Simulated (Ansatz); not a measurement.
Consider the redistribution: `F[SiH]([SiH3])Cl` + `O=C=[N][Al]([Cl])[Cl]` → `F[Si]([SiH3])(Cl)Cl` + `O=C=[N][AlH][Cl]`.

Calculated with Ansatz (gas phase, PBE0-D4/def2-TZVP geometries, no zero-point term in ΔE). CBS: MP2 limit from def2 TZ/QZ plus the TZ coupled-cluster correction, frozen cores. Functionals use def2-TZVPP. One conformer a species, not always the lowest.

| level | ΔE (kcal/mol) |
| --- | --- |
| PBE-D4 | 9.9 |
| r2SCAN0 | 11.9 |
| MP2/def2-TZVPP | 11.7 |
| CCSD/CBS(def2) | 12.2 |

Question: What does CCSD(T)/CBS give? (Estimate.)

Answer: Ansatz gave: +11.7 kcal/mol. The listed levels differ from it by -1.8, 0.2, 0.0, 0.5 kcal/mol.

Question: What do rigid-rotor, harmonic-oscillator terms from PBE0-D4/def2-TZVP frequencies (298.15 K, 1 bar) make of the CCSD(T)/CBS value? (An estimate is asked.)

Answer: Computed: ΔZPE = -0.8 kcal/mol, ΔH = +11.0 kcal/mol, ΔS = 0 J/(mol·K), ΔG = +11.0 kcal/mol. Modes under 50 cm⁻¹ make the entropy rough.

Largest T1 diagnostic among the species: 0.015.

The D4 term adds −0.9 kcal/mol with B3LYP and −0.4 kcal/mol with PBE0; it sums over pairs of atoms, weighted by their polarisabilities, and B3LYP, whose exchange is more repulsive, gets the larger term. At CCSD(T), def2-SVP lies +2.1 kcal/mol from the extrapolated value and def2-TZVPP +0.3 kcal/mol.

B3LYP here is the variant with VWN-RPA as its local correlation; programs differ in this.
